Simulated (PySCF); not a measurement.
Computed with PySCF with PBE-D3(BJ)/def2-TZVP // BP86-D3(BJ)/def2-SVP. Gas-phase values, no solvent. One relaxed conformer stands for a flexible species; it need not be the lowest. 

Reference species: [Sc(Cl)3] (neutral, multiplicity 1).

| Quantity | Value |
|---|---|
| HOMO–LUMO gap | 3.69 eV |
| HOMO | -7.88 eV |

Changed species: [Sc(Cl)(NH2)2] (2 of 3 Cl replaced by NH2; the reference has 0 of 3 Cl replaced by NH2).

**Question.** Predict the effect on the HOMO–LUMO gap and HOMO.

**Answer.** the HOMO–LUMO gap falls by 0.27 eV, to 3.42 eV; the HOMO goes up by 1.93 eV, to -5.95 eV.
